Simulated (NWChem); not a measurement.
# GeH₃OBr; SMILES [Br][GeH2][OH]

```xyz
6

Ge    -0.3658    -0.9201    -0.0002
O      1.1588    -1.8500    -0.0603
Br     0.0850     1.3825    -0.0066
H     -1.0991    -1.2755    -1.3024
H     -1.1522    -1.1903     1.3036
H      1.7110    -1.6774     0.7191
```
Atoms are numbered in this order, from 1.

Results from NWChem. Pople sets run with spherical d functions. All runs use the structure optimised with B3LYP/6-31G* (spherical d).

For level PW6B95/6-31G*:

- highest occupied level (eV) = -8.27
- orbital gap (eV) = 7.78

### Question
Estimate the same quantities for level B97-2/6-31G*.

### Answer
| Item | Value |
|---|---|
| highest occupied level (eV) | -7.97 |
| orbital gap (eV) | 7.39 |
